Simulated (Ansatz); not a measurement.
Basis-set extrapolation for C₂H₆BClSi, SMILES `ClBC1C[SiH2]1` (PBE0-D4/def2-TZVP geometry, frozen core, the Gaussian-basis code of Ansatz). Multiplicity 1, RHF reference.

```tsv
	def2-TZVPP	def2-QZVPP
HF	-852.408908	-852.435135
MP2 correlation	-0.752916	-0.808571
CCSD(T) correlation	-0.842419	not run
```

Energies in hartree. Use E(X) = E(∞) + A·exp(−7.88·√X) for Hartree–Fock and E(X) = E(∞) + B·X^(−2.97) for correlation, with X = 3 and 4, and add CCSD(T) minus MP2 of the smaller set to the MP2 limit.

Question: What is the CCSD(T) energy at the basis-set limit?

Answer: HF limit: -852.435135 + (-0.026227) × 0.13774 = -852.43875. MP2 limit: -0.808571 + (-0.055655) × 0.74074 = -0.84980. Higher-order term: -0.842419 − (-0.752916) = -0.08950. Total: -853.37805 hartree, 332.7 kJ/mol below CCSD(T)/def2-TZVPP.
